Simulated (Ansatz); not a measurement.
Aluminium trichloride + HBr → `[Cl][Al]([Cl])[Br]` + HCl at 500 K and 1 bar (ligand exchange at the Al–Cl bond).

Computed with Ansatz on PBE0-D4/def2-TZVP structures; ΔE is electronic, products minus reactants. CCSD(T)/CBS adds triple-zeta CCSD(T) − MP2 to the extrapolated MP2 energy (def2 sets, frozen cores). This one scheme is used for every species. For Br outer-core shells are correlated without core-valence functions, which leaves a few kJ/mol of doubt a bond. Scalar relativity is left out up to krypton.

| species | CCSD(T)/CBS energy (Eh) | H − E (kJ/mol) | S (J/(mol·K)) |
| --- | --- | --- | --- |
| `[Cl][Al]([Cl])[Cl]` | -1621.56364 | 44.4 | 352.4 |
| HBr | -2573.91920 | 30.5 | 213.7 |
| `[Cl][Al]([Cl])[Br]` | -3735.10209 | 44.0 | 373.7 |
| HCl | -460.38127 | 32.5 | 201.9 |

H − E and S are ideal-gas, rigid-rotor, harmonic terms from PBE0-D4/def2-TZVP. 1 Eh = 2625.50 kJ/mol, R = 8.31446 J/(mol·K).

Problem. By hand: ΔE, ΔH, ΔS and ΔG.

Solution. ΔE = (-3735.10209) + (-460.38127) − (-1621.56364) − (-2573.91920) = -0.00052 Eh = -1.4 kJ/mol. Δ(H − E) = 44.0 + 32.5 − 44.4 − 30.5 = 1.6, so ΔH = 0.2 kJ/mol. ΔS = 373.7 + 201.9 − 352.4 − 213.7 = 9.5 J/(mol·K). ΔG = 0.2 − 500 × (9.5)/1000 = -4.5 kJ/mol.

Problem. By hand: the equilibrium constant, and the temperature at which ΔG would vanish if ΔH and ΔS stayed fixed.

Solution. log₁₀ K = −ΔG/(RT ln 10) = 0.5. ΔG = 0 at ΔH/ΔS = 21 K, though so small a ΔH makes that figure unsure.

TΔS isn't small against ΔH here. The sign of ΔG lies within the doubt. A doubt of 5 kJ/mol in ΔE shifts log₁₀ K by 0.5 here. These are equilibria of isolated gas molecules and say nothing of rates. Largest T1 diagnostic: 0.008 (customary marks: 0.02 for closed shells, 0.045 for open ones).
